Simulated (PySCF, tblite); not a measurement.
Isomers of C8H11Cl, one GFN2-xTB conformer each. Single-point energies are computed at PBE0/pcSseg-1 (PySCF, gas phase, no added dispersion term), electronic only.

```json
{"SMILES": "C=CC(=C)C(=C)CCCl", "GFN2-xTB relative energy (kcal/mol)": "57.5"}
{"SMILES": "CC1=C/C(=C/Cl)CCC1", "GFN2-xTB relative energy (kcal/mol)": "13.8"}
{"SMILES": "Cl/C=C1\\C[C@@H]2CC[C@H]1C2", "GFN2-xTB relative energy (kcal/mol)": "0.0"}
{"SMILES": "CC1=CCC/C(=C/Cl)C1", "GFN2-xTB relative energy (kcal/mol)": "18.5"}
```

Conformers: `[CH2:1]=[CH:2][C:3](=[CH2:4])[C:5](=[CH2:6])[CH2:7][CH2:8][Cl:9]` with C1–C2–C3–C4 175°, C2–C3–C5–C6 -65°, C3–C5–C7–C8 -70°, C5–C7–C8–Cl9 178°; `[CH3:1][C:2]1=[CH:3]/[C:4](=[CH:5]/[Cl:6])[CH2:7][CH2:8][CH2:9]1` with C2–C3–C4–C5 178°, C3–C4–C7–C8 33°, C4–C7–C8–C9 -58°, C7–C8–C9–C2 53°; `[CH3:1][C:2]1=[CH:3][CH2:4][CH2:5]/[C:6](=[CH:7]/[Cl:8])[CH2:9]1` with C2–C3–C4–C5 21°, C3–C4–C5–C6 -49°, C4–C5–C6–C7 -117°, C5–C6–C9–C2 -40°.

Q: What does PBE0/pcSseg-1 give for the same structures?

A: 
```json
{"SMILES": "Cl/C=C1\\C[C@@H]2CC[C@H]1C2", "PBE0/pcSseg-1 E (Eh)": "-771.07204", "PBE0/pcSseg-1 (kcal/mol)": "0.0", "GFN2-xTB (kcal/mol)": "0.0", "point group": "C1"}
{"SMILES": "CC1=C/C(=C/Cl)CCC1", "PBE0/pcSseg-1 E (Eh)": "-771.06889", "PBE0/pcSseg-1 (kcal/mol)": "2.0", "GFN2-xTB (kcal/mol)": "13.8", "point group": "C1"}
{"SMILES": "CC1=CCC/C(=C/Cl)C1", "PBE0/pcSseg-1 E (Eh)": "-771.06105", "PBE0/pcSseg-1 (kcal/mol)": "6.9", "GFN2-xTB (kcal/mol)": "18.5", "point group": "C1"}
{"SMILES": "C=CC(=C)C(=C)CCCl", "PBE0/pcSseg-1 E (Eh)": "-771.01698", "PBE0/pcSseg-1 (kcal/mol)": "34.6", "GFN2-xTB (kcal/mol)": "57.5", "point group": "C1"}
```

Both levels put the same isomer lowest; measured from each level's own lowest isomer, the values differ by up to 22.9 kcal/mol (C=CC(=C)C(=C)CCCl: 57.5 against 34.6). Neighbours under 2.5 kcal/mol apart (Cl/C=C1\C[C@@H]2CC[C@H]1C2 and CC1=C/C(=C/Cl)CCC1) can change places with a better method, another conformer or zero-point energy.

Q: Which frontier levels, dipoles and rotational constants go with these structures?

A: 
```
                    SMILES  HOMO (eV, PBE0/pcSseg-1)  LUMO (eV)  dipole (D)       A, B, C (MHz)
Cl/C=C1\C[C@@H]2CC[C@H]1C2                     -6.77       0.26        2.27  3224, 840.1, 803.0
        CC1=C/C(=C/Cl)CCC1                     -6.16      -0.63        2.42  3204, 722.1, 603.9
        CC1=CCC/C(=C/Cl)C1                     -6.88       0.22        1.90  2160, 893.8, 677.4
         C=CC(=C)C(=C)CCCl                     -6.86      -1.08        2.12  2059, 709.6, 693.9
```

Q: What happens when harmonic zero-point energies from GFN2-xTB frequencies are added?

A: 
```json
{"SMILES": "Cl/C=C1\\C[C@@H]2CC[C@H]1C2", "ZPE (kcal/mol)": "106.4", "electronic (kcal/mol)": "0.0", "with ZPE (kcal/mol)": "0.1"}
{"SMILES": "CC1=C/C(=C/Cl)CCC1", "ZPE (kcal/mol)": "104.3", "electronic (kcal/mol)": "2.0", "with ZPE (kcal/mol)": "0.0"}
{"SMILES": "CC1=CCC/C(=C/Cl)C1", "ZPE (kcal/mol)": "104.1", "electronic (kcal/mol)": "6.9", "with ZPE (kcal/mol)": "4.7"}
{"SMILES": "C=CC(=C)C(=C)CCCl", "ZPE (kcal/mol)": "101.6", "electronic (kcal/mol)": "34.6", "with ZPE (kcal/mol)": "29.9"}
```

The zero-point energies span 4.8 kcal/mol. CC1=C/C(=C/Cl)CCC1 becomes the lowest.

Q: As an exercise, what shares would exp(−E/RT) give at 1000 K from these electronic energies alone (no entropy, no degeneracies)?

A: RT = 1.987 kcal/mol: Cl/C=C1\C[C@@H]2CC[C@H]1C2 71.4 %, CC1=C/C(=C/Cl)CCC1 26.4 %, CC1=CCC/C(=C/Cl)C1 2.2 %, C=CC(=C)C(=C)CCCl under 0.1 %.
